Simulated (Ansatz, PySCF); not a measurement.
C₃H₆FNSi, SMILES FC1=CCN1[SiH3]. Atoms are numbered in the order given.

```xyz
12

F     -0.5621     1.8865     0.6172
C     -0.8026     0.5990     0.4717
C     -1.7200    -0.2840     0.9101
C     -0.9528    -1.3374     0.1182
N     -0.0203    -0.2390    -0.3184
Si     1.6650    -0.2768    -0.7836
H     -2.6356    -0.2662     1.4898
H     -1.4769    -1.7902    -0.7383
H     -0.4426    -2.1130     0.7126
H      2.6146    -0.4798     0.3559
H      1.8024    -1.4200    -1.7265
H      1.9947     1.0117    -1.4496
```

Coordinates come from a B3LYP-D3(BJ)/def2-SVP optimisation. This is a generated structure with no PubChem entry under its InChIKey; it may be hypothetical.

Two levels are set side by side: PBE-D3(BJ)/def2-SVP (Ansatz, an electronic-structure program) and B3LYP-D3(BJ)/def2-SVP (Ansatz). Each level has its own optimised geometry; the coordinates shown are those of the second. Frequencies come from the Hessian of PySCF at each geometry. Differences are taken from unrounded values.

| quantity | B3LYP-D3(BJ) | PBE-D3(BJ) | PBE-D3(BJ) minus B3LYP-D3(BJ) |
|---|---|---|---|
| mean bond length (Å) | 1.383 | 1.391 | 0.008 |
| bond F1–C2 (Å) | 1.318 | 1.325 | 0.007 |
| bond C2–C3 (Å) | 1.347 | 1.358 | 0.011 |
| bond C2–N5 (Å) | 1.392 | 1.398 | 0.006 |
| bond C3–C4 (Å) | 1.525 | 1.523 | -0.001 |
| bond C4–N5 (Å) | 1.506 | 1.507 | 0.001 |
| bond N5–Si6 (Å) | 1.749 | 1.761 | 0.012 |
| bond C3–H7 (Å) | 1.084 | 1.091 | 0.008 |
| bond C4–H8 (Å) | 1.101 | 1.110 | 0.009 |
| bond C4–H9 (Å) | 1.102 | 1.111 | 0.009 |
| bond Si6–H10 (Å) | 1.497 | 1.511 | 0.014 |
| bond Si6–H11 (Å) | 1.488 | 1.501 | 0.013 |
| bond Si6–H12 (Å) | 1.487 | 1.500 | 0.013 |
| highest harmonic wavenumber (cm⁻¹) | 3305 | 3244 | -61 |
| mean harmonic wavenumber (cm⁻¹) | 1208 | 1172 | -35 |
| zero-point energy (kcal/mol) | 51.80 | 50.28 | -1.52 |

GGA bonds tend to be longer and softer than those of functionals with exact exchange. Differences between two approximate levels are no errors against the true value.
